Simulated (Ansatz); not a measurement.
Conformers of CH5GaO2S (`C[O][Ga]([OH])[SH]`), each relaxed with PBE0-D4/def2-TZVP in Ansatz. CBS adds the triple-zeta coupled-cluster correction to the MP2 limit.

Outer-core shells of Ga are correlated without core-valence functions. Scalar relativity is left out up to krypton. Spin–orbit coupling is left out.

Not all of them had a frequency check.

Conformer A:

Cartesian coordinates in Å:
```
C -0.895 0.890 1.376
O -0.778 -0.319 0.666
Ga 0.373 -0.564 -0.661
O 0.399 -2.158 -1.442
S 1.714 1.023 -1.335
H -0.569 0.751 2.412
H -0.303 1.707 0.945
H -1.942 1.207 1.386
H -0.237 -2.767 -1.060
H 2.237 0.230 -2.287
```

Conformer B:

Z-matrix (Å, degrees):
```
C
O 1 1.411
H 1 1.095 2 109.4
H 1 1.095 2 113.2 3 120.7
H 1 1.095 2 109.6 3 -118.4
Ga 2 1.769 1 122.2 3 -122.4
S 6 2.184 2 119.1 1 -179.8
O 6 1.780 2 116.4 1 0.2
H 7 1.345 6 91.7 2 0.0
H 8 0.959 6 114.6 2 179.9
```

(1) Which is lowest in electronic energy at CCSD(T)/CBS (frozen core, def2 sets), and by how much? (Estimate.)

(2) Give the energies relative to A (kJ/mol) with PBE-D4/def2-TZVPP, B3LYP/def2-TZVPP, MP2/def2-TZVPP, SCS-MP2/def2-TZVPP, HF/def2-QZVPP, MP2/def2-QZVPP, MP2/CBS(def2). (Estimate.)

Answers

(1) Computed: A; B lies 1.0 kJ/mol higher. Gaps under about 2 kJ/mol don't settle the order.

(2) The calculation gave: 
```csv
level,B
PBE-D4/def2-TZVPP,1.5
B3LYP/def2-TZVPP,0.7
MP2/def2-TZVPP,1.3
SCS-MP2/def2-TZVPP,1.1
HF/def2-QZVPP,0.7
MP2/def2-QZVPP,1.2
MP2/CBS(def2),1.2
```

B3LYP here is the variant with VWN-RPA as its local correlation; programs differ in this.
